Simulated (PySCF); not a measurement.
Be(Me) (CH₃Be), SMILES [Be][CH3], multiplicity 2. Geometry: PBE-D3(BJ)/def2-TZVPD. The multiplicity is an assumed one; other spin states were not compared. The isomer is the one that the SMILES or the coordinates give; other isomers of the formula were not compared.

Computed equilibrium geometry at PBE-D3(BJ)/def2-TZVPD (PySCF confirms it by a frequency run) as a Z-matrix, and its point group:
point group C3v.
```
C
H 1 1.1032
H 1 1.1032 2 107.31
H 1 1.1032 2 107.31 3 -115.05
Be 1 1.6877 2 111.56 3 122.47
```
Charge 0, spin multiplicity 2.
